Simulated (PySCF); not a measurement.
A calculated (r2SCANh, PySCF 2.14, aug-cc-pVQZ, no relativity, point nucleus) atom or ion has these occupied shells.

| shell | electrons | orbital energy (eV) | rms radius, mean of both spins (bohr) |
| --- | --- | --- | --- |
| 1s | 2 | -459.01 | 0.265 |
| 2s | 2 | -69.233 | 1.20 |

(1) Name the element and its charge.

## Answers

(1) N³⁺ (nitrogen, charge +3), in [He] 2s2, closed-shell 1S.
